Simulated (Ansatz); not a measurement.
`C[Se][Se]C` + `[AlH2][Br]` → `C[Se][AlH][Br]` + `C[SeH]`  (formal exchange of groups at the Se–Se bond)

Computed with Ansatz on PBE0-D4/def2-TZVP structures; ΔE is electronic, products minus reactants. CBS: MP2 limit from def2 TZ/QZ plus the TZ coupled-cluster correction, frozen cores. For Br, Se outer-core shells are correlated without core-valence functions, which leaves a few kJ/mol of doubt a bond. Scalar relativity is left out up to krypton. Each species was taken in one conformer, which may not be the lowest.

```tsv
species	CCSD(T)/CBS(def2) energy (Eh)
`C[Se][Se]C`	-4881.13983
`[AlH2][Br]`	-2816.58301
`C[Se][AlH][Br]`	-5256.60483
`C[SeH]`	-2441.15625
```

Task: Work out ΔE.

Result: ΔE = (-5256.60483) + (-2441.15625) − (-4881.13983) − (-2816.58301) = -0.03824 Eh = -100.4 kJ/mol.

Task: What do rigid-rotor, harmonic-oscillator terms from PBE0-D4/def2-TZVP frequencies (298.15 K, 1 bar) make of the CCSD(T)/CBS value? (An estimate is asked.)

Result: Computed: ΔZPE = +4.4 kJ/mol, ΔH = -95.9 kJ/mol, ΔS = 18 J/(mol·K), ΔG = -101.4 kJ/mol. Modes under 50 cm⁻¹ make the entropy rough.

Largest T1 diagnostic among the species: 0.009.

From PBE to PBE0 (25 % exact exchange), in def2-TZVPP and without D4, ΔE moves by −6.1 kJ/mol. At CCSD(T), def2-SVP lies −8.8 kJ/mol from the extrapolated value and def2-TZVPP −1.6 kJ/mol.
